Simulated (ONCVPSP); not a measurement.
**Co: one change to an ONCV potential, before and after**

ONCVPSP 4.0.1 input, shortened (lines: element, Z, core and valence counts, functional; n l f; lmax; l rc ep ncon nbas qcut; lloc lpopt rc5 dvloc0; l nproj debl; icmod fcfact rcfact), PBE, scalar-relativistic:

```
  Co 27.00    3    4        4      upf
    1    0    2.00
    2    0    2.00
    2    1    6.00
    3    0    2.00
    3    1    6.00
    3    2    7.00
    4    0    1.50
    2
    0    1.15    0.00    3    6   11.10
    1    1.15    0.00    4    7   12.40
    2    0.80    0.00    4    7   10.90
    4    4    0.60    0.00
    0    2    3.60
    1    2    2.50
    2    2    2.10
    0    0.00    0.00
```

In the p channel the program set the typed energies aside and used -2.567, 0.250 Ha.

All-electron outer shells of the reference configuration (PBE, scalar-relativistic, ld1.x):

| shell | level (eV) | outermost node (bohr) | outermost maximum (bohr) |
| --- | --- | --- | --- |
| 2p | -774.09 | – | 0.17 |
| 3s | -106.61 | 0.31 | 0.66 |
| 3p | -69.85 | 0.28 | 0.68 |
| 3d | -12.39 | – | 0.66 |
| 4s | -8.99 | 0.96 | 2.26 |

Change: d: qcut 14.3.

Cutoffs: the cutoffs (Ha) at which the residual kinetic energy of the hardest occupied pseudo-wave falls to 1 and 0.1 mHa per electron; they do not see the model core or the augmentation charge, which bear on the density cutoff. Errors are all-electron minus pseudo energies relative to the spin-unpolarised reference configuration.

Q: What does the change do?

A: The potential gets softer (266 Ha and 345 Ha → 140 Ha and 263 Ha); the errors of the 4 common tests hardly move; neither file shows a bound ghost.

```csv
quantity,base,changed
"cutoff, loose",266 Ha,140 Ha
"cutoff, tight",345 Ha,263 Ha
loose cutoff by channel,"s 43 Ha, p 39 Ha, d 266 Ha","s 43 Ha, p 39 Ha, d 140 Ha"
bound ghosts,none,none
GHOST(+) flags under 300 eV,none,none
"error for 3s2 3p6 3d7 4s2, meV [ΔE -3.60 eV]",+0.3,+0.3
"error for 3s2 3p6 3d7 4s1, meV [ΔE 5.43 eV]",-0.3,-0.3
"error for 3s2 3p6 3d7 4s0, meV [ΔE 22.21 eV]",-0.1,-0.3
"error for 3s2 3p6 3d7.5 4s1.5, meV [ΔE -4.56 eV]",-0.3,-0.3
s: phases at 1.16 bohr within 0.05 rad from the reference energy up to (Ha; the scan ends near 5),to the end of the scan,to the end of the scan
p: phases at 1.16 bohr within 0.05 rad from the reference energy up to (Ha; the scan ends near 5),to the end of the scan,to the end of the scan
d: phases at 0.81 bohr within 0.05 rad from the reference energy up to (Ha; the scan ends near 5),to the end of the scan,to the end of the scan
```
